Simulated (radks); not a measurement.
The numbers below are computed, except where a source is named.
Question: Ionisation of Pb+, [Hg] 6p1, to Pb2+, [Hg], under several functionals. Dirac Kohn-Sham, spin-unpolarised, spherical densities, point nucleus; open shells fill j = l - 1/2 first; a radial shooting solver on a logarithmic mesh with Libxc functionals. Known Delta-SCF values: PBE 14.828 eV; Wu-Cohen GGA 14.866 eV. What does PBEsol give, and what is its highest occupied eigenvalue?

Answer: 14.858 eV by Delta-SCF; the 6p1/2 eigenvalue is -10.973 eV. NIST: 15.032 eV (measured).

Beside tabulated values, note that spin-unpolarised runs miss the spin-polarisation part of the exchange energy of open shells.
